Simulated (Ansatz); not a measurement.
Reactions of F$_{3}$GeHS, SMILES `[F][Ge]([F])([F])[SH]`.

Gas-phase electronic energies from Ansatz, PBE0-D4/def2-TZVP geometries. CBS: MP2 limit from def2 TZ/QZ plus the TZ coupled-cluster correction, frozen cores. This one scheme is used for every species, atoms too. DFT in def2-TZVPP. Open shells (•) are unrestricted, without spin–orbit coupling. Spin–orbit coupling would lower the free atoms: a little for F, S; clearly for Ge. def2 core potentials past Kr. Bonds to Ge, I, Se, Zr are less sure, by a few kJ/mol each and by 10 to 20 or more in all where they break to atoms, as the def2 sets lack core-valence functions. Scalar relativity is left out up to krypton. Each species was taken in one conformer, which may not be the lowest.

| reaction | PBE0-D4 (kcal/mol) | CCSD(T)/CBS(def2) (kcal/mol) |
| --- | --- | --- |
| `[F][Ge]([F])([F])[SH]` + `N=C=O` → `O=C=[N][Ge]([F])([F])[F]` + H₂S | 3.7 | 1.7 |
| `[F][Ge]([F])([F])[SH]` + `OCO[SiH3]` → `[F][GeH]([F])[F]` + `OC(S)O[SiH3]` | 19.6 | 19.5 |
| `[F][Ge]([F])([F])[SH]` + H₂Se → `[F][Ge]([F])([F])[SeH]` + H₂S | -2.7 | -2.7 |
| `[F][Ge]([F])([F])[SH]` + `CC(C)C` → `C[C](C)(C)[Ge]([F])([F])[F]` + H₂S | 9.5 | 7.0 |
| `[F][Ge]([F])([F])[SH]` + CH₄ → `[CH3][Ge]([F])([F])[F]` + H₂S | 9.3 | 7.7 |
| `[F][Ge]([F])([F])[SH]` → 3 F• + Ge• + H• + S• | 493.4 | 504.5 |
| `[F][Ge]([F])([F])[SH]` + `[F][Zr]([F])([F])[I]` → `[F][Ge]([F])([F])[I]` + `[F][Zr]([F])([F])[SH]` | 7.9 | 8.4 |
| `[F][Ge]([F])([F])[SH]` + H₂ → `[F][GeH]([F])[F]` + H₂S | 6.0 | 5.6 |
| `[F][Ge]([F])([F])[SH]` → F₂ + `[F][Ge][SH]` | 166.8 | 170.4 |
| `[F][Ge]([F])([F])[SH]` + `C[Si](O)([SiH3])S` → `[F][Ge]([F])([SH])[SH]` + `C[Si](O)(F)[SiH3]` | -16.0 | -17.1 |

Largest T1 diagnostic: 0.018, for `N=C=O`.
